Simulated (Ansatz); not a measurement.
A run for Ansatz (a quantum-chemistry and plane-wave program): U-CCSD(T)/cc-pVQZ on O (SMILES [O]).

Ansatz 0.2 input:
```yaml
crystal:
  periodic: [false, false, false]
  atoms:
    - {symbol: O, position_ang: [0.00000000, 0.00000000, 0.00000000]}
basis:
  gaussian:
    orbitals: cc-pVQZ
magnetization: {spin_polarized: true, initial_magnetization: 2}
correlation: {method: ccsd_t, electrons: outside_noble_gas}
scf: {omitted_lower_state_checks: [cluster_reference]}
```

Program output:

```
WARN ansatz: RAYON_NUM_THREADS=4 ignored (pool sized by the plan → 4); use --threads N
Functional definition: HF
these checks for a lower state are left out or cut short: cluster_reference
integrals: 0.03 GiB planned
338 factors; integrals over basis functions are off by at most 9.7e-5 eV
mean field: 0.08 GiB planned
mean field evaluation 1: about -2035.5593 eV, gradient 9.0e0 eV
mean field evaluation 2: about -2035.5595 eV, gradient 9.0e0 eV
mean field evaluation 4: about -2035.8758 eV, gradient 9.0e-1 eV
mean field evaluation 8: about -2035.8823 eV, gradient 9.2e-5 eV
mean field evaluation 16: about -2035.8823 eV, gradient 1.6e-6 eV
mean field -2035.88230384 eV, -74.8172946955 hartree, gradient 1.1e-6 eV, S^2 2.008514; 3 other end points of the search recorded, 0 dependent functions left out
1 core orbitals not correlated
reference -2035.88230384 eV, -74.8172946955 hartree; 4, 2 occupied and 50, 52 virtual orbitals, 338 factors
second order -4.28830225 eV of doubles, -0.00000000 eV of singles
coupled cluster: 0.13 GiB planned
cycle   1  -4.59842248 eV  change   -3.1e-1 eV  update   2.7e-2
cycle   2  -4.69175145 eV  change   -9.3e-2 eV  update   9.6e-3
cycle   3  -4.69553761 eV  change   -3.8e-3 eV  update   3.0e-3
cycle   4  -4.69576155 eV  change   -2.2e-4 eV  update   1.1e-3
cycle   5  -4.69619319 eV  change   -4.3e-4 eV  update   3.2e-4
cycle   6  -4.69624308 eV  change   -5.0e-5 eV  update   7.4e-5
cycle   7  -4.69624057 eV  change    2.5e-6 eV  update   1.5e-5
cycle   8  -4.69623309 eV  change    7.5e-6 eV  update   3.5e-6
perturbative correction -0.10033974 eV, -0.0036874173 hartree
Total energy: -2040.67887666 eV, -74.9935654954 hartree
Checks for a lower state left out: cluster_reference
```

The calculation finished and met its thresholds.

Cost: very roughly 1.1 core-seconds.
